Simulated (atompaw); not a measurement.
## Ag: one change to a PAW (atompaw) potential, before and after

```json
{
 "Element": "silver",
 "Generator": "atompaw 4.2.0.5",
 "Type": "PAW",
 "Functional": "PBEsol",
 "Relativity": "scalar-relativistic",
 "Frozen core": "[Kr]",
 "Valence charge": "11",
 "Reference configuration": "4d10 5s0 5p1",
 "Partial waves": "5s (bound, empty): rc 2.70 bohr; 5s channel at 3.05 Ry: rc 2.70 bohr; 5p (bound): rc 2.70 bohr; 5p channel at 3.3 Ry: rc 2.70 bohr; 4d (bound): rc 2.70 bohr; 4d channel at -0.4 Ry: rc 2.70 bohr",
 "Local potential": "ultrasoft scheme with l = 3 at 1 Ry, radius 2.50 bohr",
 "Core correction": "smooth core density matched at 1.95 bohr",
 "Augmentation charge": "besselshape compensation charge, radius 2.10 bohr; PAW radius 2.70 bohr; waves and projectors: custom rrkj gramschmidtortho"
}
```

All-electron outer shells of the reference configuration (PBEsol, scalar-relativistic, ld1.x):

| shell | level (eV) | outermost node (bohr) | outermost maximum (bohr) |
| --- | --- | --- | --- |
| 4s | -97.00 | 0.44 | 0.82 |
| 4p | -60.57 | 0.44 | 0.87 |
| 4d | -9.45 | 0.43 | 1.04 |
| 5s | -5.78 | 1.11 | 2.43 |
| 5p | -1.68 | 1.25 | 3.53 |

Change: all radii scaled by about 0.90 (s 2.42, p 2.42, d 2.42 bohr); local potential ultrasoft scheme with l = 3 at 1 Ry, radius 2.24 bohr; augmentation besselshape compensation charge, radius 1.88 bohr; PAW radius 2.42 bohr; waves and projectors: custom rrkj gramschmidtortho; core correction smooth core density matched at 1.76 bohr.

Cutoffs: the cutoffs (Ry, on a coarse ladder) from which the occupation-weighted sum of valence levels, in a spherical-Bessel basis at the reference potential, stays within 10 and 1 mRy of its value at 400 Ry; they do not see the model core or the augmentation charge, which bear on the density cutoff.

Problem. What does the change do?

Solution. The potential gets harder (15 Ry and 25 Ry → 18 Ry and 30 Ry); neither file shows a bound ghost. A smaller radius makes the pseudo-wave follow the all-electron one further in, where it bends more sharply, so more plane waves are needed.

```tsv
quantity	base	changed
cutoff, loose	15 Ry	18 Ry
cutoff, tight	25 Ry	30 Ry
loose cutoff by channel (10 mRy a level)	p 6 Ry, d 10 Ry	p 6 Ry, d 15 Ry
bound ghosts	none	none
lowest overlap eigenvalue by channel	s 0.65, p 0.69, d 0.31	s 0.66, p 0.59, d 0.94
```

 The cutoffs see the waves, projectors and local potential, not the compensation charge or the core.
